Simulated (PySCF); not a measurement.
**Question.** Give a GFN2-xTB geometry of `CC#C/C=N\C(C)=O`.

**Answer.** 
```
atom  x, y, z in Å
C1     3.0627    0.6523    0.4962
C2     1.9198   -0.1385    0.1210
C3     0.9807   -0.8259   -0.1935
C4    -0.1606   -1.5632   -0.5753
N5    -1.3121   -1.0857   -0.7586
C6    -1.8145    0.1780   -0.7169
C7    -2.5967    0.4363    0.5579
O8    -1.7697    0.9487   -1.6463
H9     3.2571    0.5343    1.5624
H10    2.8741    1.7038    0.2828
H11    3.9410    0.3241   -0.0592
H12   -0.0319   -2.6358   -0.7040
H13   -1.9435    0.3236    1.4213
H14   -3.4055   -0.2861    0.6388
H15   -3.0053    1.4419    0.5288
```

Any rigid rotation of these coordinates is as good. Atoms count from 1 in this order. The 4 C–C bonds span 1.206 Å (C2≡C3, drawn triple) to 1.518 Å (C6–C7, drawn single), a spread of 0.312 Å. The 2 C–N bonds span 1.260 Å (C4=N5, drawn double) to 1.361 Å (N5–C6, drawn single), a spread of 0.101 Å.

Bonds between heavy atoms (Å): C1–C2 1.440, C2≡C3 1.206, C3–C4 1.411, C4=N5 1.260, N5–C6 1.361, C6–C7 1.518, C6=O8 1.208.

The geometry is computed with GFN2-xTB (gas phase).

Point group: C1 (no symmetry element, even within 0.4 Å). Not checked by GFN2-xTB frequencies. One conformer, not necessarily the lowest (C4–N5–C6–C7 -103°).
